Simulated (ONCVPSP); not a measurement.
Cutoff test, osmium, ONCV

ONCVPSP 4.0.1 input, shortened (lines: element, Z, core and valence counts, functional; n l f; lmax; l rc ep ncon nbas qcut; lloc lpopt rc5 dvloc0; l nproj debl; icmod fcfact rcfact), BLYP, scalar-relativistic:

```
  Os 76.00   10    3  -106131      upf
    1    0    2.00
    2    0    2.00
    2    1    6.00
    3    0    2.00
    3    1    6.00
    3    2   10.00
    4    0    2.00
    4    1    6.00
    4    2   10.00
    4    3   14.00
    5    0    2.00
    5    1    6.00
    5    2    6.00
    3
    0    1.60    0.00    5    8    8.40
    1    2.00    0.00    4    8    6.90
    2    2.55    0.00    5    9    5.40
    3    2.60    0.47    3    7    4.50
    0    5    1.60    0.00
    0    0    3.80
    1    2    1.40
    2    2    0.70
    3    2    3.90
    3    5.50    1.60
```

In the p channel the program set the typed energies aside and used -2.496, 0.050 Ha. In the d channel the program set the typed energies aside and used -0.840, 0.250 Ha.

For each optimised wave give the share of its norm inside rc, the residual kinetic energy above qcut (Ha) and the cutoffs (Ha) for errors of 10, 1, 0.1 and 0.01 mHa per electron.

```csv
wave,norm inside rc,residual KE,10 mHa,1 mHa,0.1 mHa,0.01 mHa
5s,0.951,2.1e-05,22.8,28.2,32.5,48.9
5p,0.964,1.5e-08,10.7,13.7,16.4,18.6
p projector 2,0.071,8.6e-07,8.1,10.9,13.2,16.0
5d,0.887,9.4e-05,10.2,12.6,14.8,40.4
d projector 2,0.093,8.3e-05,9.1,12.1,14.5,28.6
f projector 1,0.270,1.4e-04,6.2,8.4,11.4,33.1
f projector 2,0.129,4.6e-02,16.4,41.7,69.9,not reached
```

The occupied waves need 28 Ha and 32 Ha for 1 and 0.1 mHa. Its largest configuration-test error is +876 meV.
